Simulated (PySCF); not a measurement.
A GIAO shielding run with PySCF 2.14 (density fitting, non-relativistic, gas phase) on `N#CC1C[SiH2]C1`, C₄H₇NSi:

```
$ OMP_NUM_THREADS=1 python probes_run.py task.json out

{"job": {"kind": "nmr", "xc": "PBE0", "basis": "6-31G*", "pop": true}, "charge": 0, "multiplicity": 1}
N     -2.866804    -0.293575     1.389837
C     -1.970381    -0.169329     0.666918
C     -0.811841    -0.011266    -0.204653
C     -0.032756     1.330606    -0.053108
Si     1.533682     0.349586    -0.495206
C      0.340583    -1.036330     0.018390
H     -1.171090    -0.098111    -1.243784
H     -0.402198     2.164918    -0.663641
H     -0.010406     1.645871     1.001982
H      1.853846     0.361441    -1.954237
H      2.784115     0.566699     0.290274
H      0.248909    -1.985571    -0.525610
H      0.451889    -1.256279     1.092153
```

Hardware: 1 thread of an Arm Neoverse N1, shared host. The job also computes population analyses, field gradients, ring-centre shieldings.

Q: How large is the calculation?

A: 52 electrons, 102 basis functions and 668 auxiliary functions.

Q: How long does it take, and how much memory does it need?

A: 17 s of wall time, with 14 SCF cycles and 5 response iterations; peak memory 0.58 GiB. Times on a shared host scatter by some tens of per cent.

Q: And these other runs on the same molecule and hardware: GIAO shielding at B3LYP/pcSseg-1; GIAO shielding at B97-D/pcSseg-1; GIAO shielding at BLYP/pcSseg-1; GIAO shielding at BP86/pcSseg-1; GIAO shielding at HF/pcSseg-1; GIAO shielding at KT2/pcSseg-1?

A: B3LYP/pcSseg-1: 144 functions, 22 s; B97-D/pcSseg-1: 144 functions, 29 s; BLYP/pcSseg-1: 144 functions, 30 s; BP86/pcSseg-1: 144 functions, 29 s; HF/pcSseg-1: 144 functions, 11 s; KT2/pcSseg-1: 144 functions, 31 s.
